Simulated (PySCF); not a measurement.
## UHF on P⁺ (phosphorus, charge +1)

Configuration: [Ne] 3s2 3p1 4s1, high-spin 3P determinant (an excited configuration). Computed with PySCF 2.14 in aug-cc-pwCVTZ (8s7p5d3f, 75 functions), with the non-relativistic Hamiltonian (point nucleus).

```
Total energy                                                  : -339.965532 hartree
One-electron energy                                           : -462.6108 hartree
Hartree (Coulomb) energy                                      : 144.7992 hartree
Exchange energy                                               : -22.1539 hartree
Kinetic energy                                                : 339.97595 hartree
⟨S²⟩                                                          : 2.0143
⟨L²⟩                                                          : 2.274
Sum of ⟨r⟩                                                    : 14.45 bohr
Sum of ⟨r²⟩                                                   : 39.49 bohr²
Traceless quadrupole moment −½Σ⟨3z² − r²⟩ along its main axis : 0.727 e·bohr²
Density at the nucleus (Gaussians lack the cusp)              : 2160 bohr⁻³
Spin density at the nucleus                                   : 1.05 bohr⁻³
Langevin diamagnetic susceptibility                           : -31.3 ×10⁻⁶ cm³/mol
```

```tsv
shell	electrons	mean orbital energy (eV)	spread (eV)	rms radius, mean of both spins (bohr)
1s α	1	-2194.2	0	0.120
1s β	1	-2193.8	0	0.120
2s α	1	-221.95	0	0.561
2s β	1	-221.54	0	0.561
2p α	3	-164.44	0.515	0.540
2p β	3	-163.86	0.649	0.540
3s α	1	-34.020	0	1.90
3s β	1	-30.694	0	1.90
3p α	1	-23.887	0	2.16
4s α	1	-8.644	0	5.02
```

The outer electron is Rydberg-like, and this basis confines it to a smaller radius and binds it less than a complete one would.

Spin-orbit constants ζ (cm⁻¹) from the X2C one-electron operator on these orbitals (non-relativistic here): bare nucleus, nucleus screened by l(l+1)(2l+1)/3 electrons, and screened by the Breit-Pauli mean field of the electrons.

| shell | bare | screened nucleus | mean field |
| --- | --- | --- | --- |
| 2p | 5436 | 4711 | 4382 |
| 3p | 404.0 | 350.1 | 320.8 |

To first order the Landé constant is A = 160.4 cm⁻¹, so the lowest level has J = 0 and lies 0.0398 eV below the centre of the term. This holds in LS coupling only.
